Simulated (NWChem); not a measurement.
System: C₃H₅BF₂; SMILES FB1CC(F)C1

Here is an NWChem input.

```
start job
memory heap 200 mb stack 900 mb global 1100 mb
geometry units angstroms
  F      2.007598    -1.086868    -0.647531
  B      0.895907    -0.479277    -0.306538
  C      0.563972     0.910047     0.371367
  C     -0.837948     0.328334     0.651676
  F     -1.870405     1.135080     0.230622
  C     -0.620594    -0.919896    -0.229821
  H      0.482750     1.751968    -0.315089
  H      1.108290     1.260250     1.245514
  H     -1.030894     0.107628     1.704195
  H     -0.915434    -1.866041     0.218439
  H     -1.179860    -0.816467    -1.158893
end
basis spherical
  * library def2-svp
end
dft
  xc pbe0
  iterations 150
end
driver
  maxiter 120
end
task dft optimize
task dft freq
```

The level has its own optimisation; frequencies are unscaled.

Problem. Give the results of this calculation. (PBE0/def2-SVP.) Quantities: r B–F (Å); r B–C (Å); r C–C (Å); r C–F (Å); highest harmonic frequency (cm⁻¹); lowest (cm⁻¹); zero-point energy (kcal/mol); dipole (D).

Solution. 
```json
{
  "r B–F (Å)": "1.318",
  "r B–C (Å)": "1.574",
  "r C–C (Å)": "1.542",
  "r C–F (Å)": "1.370",
  "highest harmonic frequency (cm⁻¹)": "3168",
  "lowest (cm⁻¹)": "101",
  "zero-point energy (kcal/mol)": "50.4",
  "dipole (D)": "0.58"
}
```
